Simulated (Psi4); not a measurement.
silicon monoxide (OSi), singlet, at a GFN2-xTB geometry; Psi4 with BLYP/6-311G**.

Psi4 was given this input:
```
memory 2 GB

molecule {
0 1
  Si   -0.00000000   -0.00000000   -0.54858264
  O     0.00000000    0.00000000    0.96001962
}

set basis 6-311g**

energy('blyp')
print_variables()
```

Q: Predict the main parts of the log of this Psi4 run.

A: 
```
   => Loading Basis Set <=

    Name: 6-311G**
    Role: ORBITAL
    Keyword: BASIS

         ---------------------------------------------------------
                                   SCF
               by Justin Turney, Rob Parrish, Andy Simmonett
                          and Daniel G. A. Smith
                              RKS Reference
         ---------------------------------------------------------

  ==> Geometry <==

    Molecular point group: c2v
    Full point group: C_inf_v

    Geometry (in Angstrom), charge = 0, multiplicity = 1:

       Center              X                  Y                   Z               Mass
    ------------   -----------------  -----------------  -----------------  -----------------
         SI           0.000000000000     0.000000000000    -0.548759472203    27.976926534650
         O            0.000000000000     0.000000000000     0.959842787797    15.994914619570

  Running in c2v symmetry.

  Rotational constants: A = ************  B =      0.72785  C =      0.72785 [cm^-1]
  Rotational constants: A = ************  B =  21820.28472  C =  21820.28472 [MHz]
  Nuclear repulsion =   39.286596054177998

  Charge       = 0
  Multiplicity = 1
  Electrons    = 22
  Nalpha       = 11
  Nbeta        = 11

  ==> Algorithm <==

  SCF Algorithm Type is DF.
  DIIS enabled.
  MOM disabled.
  Fractional occupation disabled.
  Guess Type is SAD.
  Energy threshold   = 1.00e-06
  Density threshold  = 1.00e-06
  Integral threshold = 1.00e-12

  ==> Primary Basis <==

  Basis Set: 6-311G**
    Blend: 6-311G**
    Number of shells: 20
    Number of basis functions: 44
    Number of Cartesian functions: 46
    Spherical Harmonics?: true
    Max angular momentum: 2

  ==> DFT Potential <==

   => LibXC <=

    Version 7.1.2
    S. Lehtola, C. Steigemann, M. J. T. Oliveira, and M. A. L. Marques,  SoftwareX 7, 1–5 (2018) (10.1016/j.softx.2017.11.002)

   => Composite Functional: BLYP <=

    BLYP GGA Exchange-Correlation Functional

    P.J. Stephens et. al., J. Phys. Chem., 98, 11623-11627, 1994
    B. Miehlich et. al., Chem. Phys. Lett., 157(3), 200-206 1989

    Deriv               =              1
    GGA                 =           TRUE
    Meta                =          FALSE

    Exchange Hybrid     =          FALSE
    MP2 Hybrid          =          FALSE

   => Exchange Functionals <=

    1.0000     XC_GGA_X_B88

   => Correlation Functionals <=

    1.0000     XC_GGA_C_LYP

   => LibXC Density Thresholds  <==

    XC_GGA_C_LYP:  1.00E-14
    XC_GGA_X_B88:  1.00E-15

   => Molecular Quadrature <=

    Radial Scheme          =       TREUTLER
    Pruning Scheme         =           NONE
    Nuclear Scheme         =       TREUTLER

    Blocking Scheme        =         OCTREE
    BS radius alpha        =              1
    Pruning alpha          =              1
    Radial Points          =             75
    Spherical Points       =            302
    Total Points           =          43441
    Total Blocks           =            402
    Max Points             =            256
    Max Functions          =             44
    Weights Tolerance      =       1.00E-15

   => Loading Basis Set <=

    Name: (6-311G** AUX)
    Role: JKFIT
    Keyword: DF_BASIS_SCF

  ==> Integral Setup <==

  SCF_SUBTYPE=INCORE selected. In-core MEM_DF algorithm will be used.
  Using in-core AOs.

  ==> MemDFJK: Density-Fitted J/K Matrices <==

    J tasked:                   Yes
    K tasked:                    No
    wK tasked:                   No
    Algorithm:                 Core
    Schwarz Cutoff:           1E-12
    Mask sparsity (%):       0.2066
    Fitting Condition:        1E-10

   => Auxiliary Basis Set <=

  Basis Set: (6-311G** AUX)
    Blend: CC-PVTZ-JKFIT
    Number of shells: 62
    Number of basis functions: 200
    Number of Cartesian functions: 241
    Spherical Harmonics?: true
    Max angular momentum: 4

  Minimum eigenvalue in the overlap matrix is 2.2587245969E-02.
  Reciprocal condition number of the overlap matrix is 6.1971000964E-03.
    Using symmetric orthogonalization.

  ==> Pre-Iterations <==

  SCF Guess: Superposition of Atomic Densities via on-the-fly atomic UHF (no occupation information).

   -------------------------
    Irrep   Nso     Nmo
   -------------------------
     A1        22      22
     A2         2       2
     B1        10      10
     B2        10      10
   -------------------------
    Total      44      44
   -------------------------

  ==> Iterations <==

                           Total Energy        Delta E     RMS |[F,P]|

   @DF-RKS iter SAD:  -364.27260908088772   -3.64273e+02   0.00000e+00
   @DF-RKS iter   1:  -364.36745616585932   -9.48471e-02   3.87393e-02 DIIS/ADIIS
   @DF-RKS iter   2:  -359.10202613104639    5.26543e+00   9.31727e-02 DIIS/ADIIS
   @DF-RKS iter   3:  -364.16705979361819   -5.06503e+00   4.52125e-02 DIIS/ADIIS
   @DF-RKS iter   4:  -364.74522013889600   -5.78160e-01   6.06768e-03 DIIS/ADIIS
   @DF-RKS iter   5:  -364.75083401562136   -5.61388e-03   2.63680e-03 DIIS/ADIIS
   @DF-RKS iter   6:  -364.75275459775082   -1.92058e-03   3.59216e-04 DIIS/ADIIS
   @DF-RKS iter   7:  -364.75279137906176   -3.67813e-05   4.09234e-05 DIIS
   @DF-RKS iter   8:  -364.75279190065328   -5.21592e-07   2.82552e-06 DIIS
   @DF-RKS iter   9:  -364.75279190278803   -2.13475e-09   1.36056e-07 DIIS
  Energy and wave function converged.

  ==> Post-Iterations <==

   Electrons on quadrature grid:
      Ntotal   =   21.9999982880 ; deviation = -1.712e-06

    Orbital Energies [Eh]
    ---------------------

    Doubly Occupied:

       1A1   -65.468374     2A1   -18.746774     3A1    -5.072660
       1B2    -3.492664     1B1    -3.492664     4A1    -3.485835
       5A1    -0.851735     6A1    -0.381182     2B2    -0.287101
       2B1    -0.287101     7A1    -0.262452

    Virtual:

       3B2    -0.089336     3B1    -0.089336     8A1     0.017194
       4B1     0.148411     4B2     0.148411     9A1     0.170470
      10A1     0.301845     1A2     0.529781    11A1     0.529782
       5B2     0.585604     5B1     0.585604    12A1     0.750980
       6B2     0.820066     6B1     0.820066    13A1     1.025631
      14A1     1.042992     7B1     1.048167     7B2     1.048167
      15A1     1.201435    16A1     2.746827     2A2     2.746851
       8B2     2.881292     8B1     2.881292    17A1     3.352658
       9B2     4.662339     9B1     4.662339    18A1     4.832725
      19A1     5.206149    10B1    10.980752    10B2    10.980752
      20A1    11.234598    21A1    49.310639    22A1   139.936398

    Final Occupation by Irrep:
             A1    A2    B1    B2
    DOCC [     7,    0,    2,    2 ]
    NA   [     7,    0,    2,    2 ]
    NB   [     7,    0,    2,    2 ]

  @DF-RKS Final Energy:  -364.75279190278803

   => Energetics <=

    Nuclear Repulsion Energy =             39.2865960541779984
    One-Electron Energy =                -583.3319687170858288
    Two-Electron Energy =                 208.7813089627521208
    DFT Exchange-Correlation Energy =     -29.4887282026322914
    Empirical Dispersion Energy =           0.0000000000000000
    VV10 Nonlocal Energy =                  0.0000000000000000
    Total Energy =                       -364.7527919027880330

Computation Completed

Properties will be evaluated at   0.000000,   0.000000,   0.000000 [a0]

Properties computed using the SCF density matrix

 Multipole Moments:

 ------------------------------------------------------------------------------------
     Multipole            Electronic (a.u.)      Nuclear  (a.u.)        Total (a.u.)
 ------------------------------------------------------------------------------------

 L = 1.  Multiply by 2.5417464519 to convert [e a0] to [Debye]
 Dipole X            :          0.0000000            0.0000000            0.0000000
 Dipole Y            :          0.0000000            0.0000000            0.0000000
 Dipole Z            :         -1.0182174           -0.0073516           -1.0255690
 Magnitude           :                                                    1.0255690

 ------------------------------------------------------------------------------------

  Variable Map:
  ----------------------------------------------------------------------------
  "CURRENT ENERGY"              =>    -364.752791902788
  "CURRENT REFERENCE ENERGY"    =>    -364.752791902788
  "DD SOLVATION ENERGY"         =>       0.000000000000
  "DFT FUNCTIONAL TOTAL ENERGY" =>    -364.752791902788
  "DFT TOTAL ENERGY"            =>    -364.752791902788
  "DFT VV10 ENERGY"             =>       0.000000000000
  "DFT XC ENERGY"               =>     -29.488728202632
  "GRID ELECTRONS ALPHA"        =>      10.999999144014
  "GRID ELECTRONS BETA"         =>      10.999999144014
  "GRID ELECTRONS TOTAL"        =>      21.999998288028
  "NUCLEAR REPULSION ENERGY"    =>      39.286596054178
  "ONE-ELECTRON ENERGY"         =>    -583.331968717086
  "PCM POLARIZATION ENERGY"     =>       0.000000000000
  "PE ENERGY"                   =>       0.000000000000
  "SCF ITERATION ENERGY"        =>    -364.752791902788
  "SCF ITERATIONS"              =>       9.000000000000
  "SCF TOTAL ENERGY"            =>    -364.752791902788
  "TWO-ELECTRON ENERGY"         =>     208.781308962752
  "XC GRID RADIAL POINTS"       =>      75.000000000000
  "XC GRID SPHERICAL POINTS"    =>     302.000000000000
  "XC GRID TOTAL POINTS"        =>   43441.000000000000

  Array Variable Map:
  ----------------------------------------------------------------------------
  "CURRENT DIPOLE"              =>       0.000000000000 ... -1.025568983954 1 by 3
  "SCF DIPOLE"                  =>       0.000000000000 ... -1.025568983954 1 by 3
  "SCF TOTAL ENERGIES"          =>    -364.272609080888 ... -364.752791902788 1 by 10
```
